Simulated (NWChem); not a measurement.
System meant: C4H3FO; SMILES c1ccc(o1)F

NWChem input:

```
start job
memory heap 200 mb stack 700 mb global 900 mb
geometry units angstroms noautosym nocenter noautoz
  F     -0.028809    -1.972620     0.000000
  C      0.087899    -0.672407     0.000000
  C      1.173889     0.142551     0.000000
  C      0.619702     1.466478     0.000000
  C     -0.732240     1.322066     0.000000
  O     -1.058835     0.000080     0.000000
  H      2.216865    -0.160762     0.000000
  H      1.168471     2.405927     0.000000
  H     -1.566125     2.017487     0.000000
end
basis spherical
  F library def2-svp
  C library def2-svp
  O library def2-svp
  H library def2-svp
end
dft
  xc xtpss03 ctpss03
  iterations 150
end
property
  shielding
end
task dft property
```

End of the output:

```
 Vector   25  Occ=0.000000D+00  E= 6.584086D-02
              MO Center=  6.0D-01,  1.5D+00, -7.3D-11, r^2= 6.9D+00
   Bfn.  Coefficient  Atom+Function         Bfn.  Coefficient  Atom+Function
  ----- ------------  ---------------      ----- ------------  ---------------
    91      1.240334  8 H  s                 96      1.150032  9 H  s
    45     -1.048200  4 C  s                 86      1.042527  7 H  s
    59     -0.762310  5 C  s                 35     -0.486167  3 C  px
    31     -0.422744  3 C  s                 17     -0.403675  2 C  s
    63      0.361269  5 C  px                49     -0.320668  4 C  px

 center of mass
 --------------
 x =  -0.04083756 y =  -0.13346509 z =   0.00000000

 moments of inertia (a.u.)
 ------------------
         485.344861276281          -2.942843125061           0.000000000000
          -2.942843125061         194.195412620366           0.000000000000
           0.000000000000           0.000000000000         679.540273896647

     Multipole analysis of the density
     ---------------------------------

     L   x y z        total         alpha         beta         nuclear
     -   - - -        -----         -----         ----         -------
     0   0 0 0      0.000000    -22.000000    -22.000000     44.000000

     1   1 0 0      0.194941      0.111880      0.111880     -0.028818
     1   0 1 0      0.484472      0.183805      0.183805      0.116861
     1   0 0 1      0.000000      0.000000      0.000000      0.000000

     2   2 0 0    -22.924951    -67.786677    -67.786677    112.648403
     2   1 1 0     -0.898311     -0.627148     -0.627148      0.355985
     2   1 0 1     -0.000000     -0.000000     -0.000000      0.000000
     2   0 2 0    -23.400220   -138.706546   -138.706546    254.012873
     2   0 1 1      0.000000      0.000000      0.000000      0.000000
     2   0 0 2    -25.806566    -12.903283    -12.903283      0.000000

          -----------------------------------------
          Chemical Shielding Tensors (GIAO, in ppm)
          -----------------------------------------

 ------------------------------------------------------------------------
  xtpss03: d2 not coded                    0
 ------------------------------------------------------------------------
 ------------------------------------------------------------------------
  current input line :
    27: task dft property
 ------------------------------------------------------------------------
 ------------------------------------------------------------------------
 This error has not yet been assigned to a category
 ------------------------------------------------------------------------
 For more information see the NWChem manual at https://nwchemgit.github.io

0: xtpss03: d2 not coded:Received an Error in Communication
```

Question: What is wrong, and how is it mended?

Answer: The program stopped with an error. Cause: this functional's second derivatives, which shieldings need, aren't coded here; the fix takes a hybrid GGA instead. This input runs:
```
start job
memory heap 200 mb stack 700 mb global 900 mb
geometry units angstroms noautosym nocenter noautoz
  F     -0.028809    -1.972620     0.000000
  C      0.087899    -0.672407     0.000000
  C      1.173889     0.142551     0.000000
  C      0.619702     1.466478     0.000000
  C     -0.732240     1.322066     0.000000
  O     -1.058835     0.000080     0.000000
  H      2.216865    -0.160762     0.000000
  H      1.168471     2.405927     0.000000
  H     -1.566125     2.017487     0.000000
end
basis spherical
  F library def2-svp
  C library def2-svp
  O library def2-svp
  H library def2-svp
end
dft
  xc pbe0
  iterations 150
end
property
  shielding
end
task dft property
```
It converges to -328.66104 Ha (PBE0/def2-SVP, GIAO).
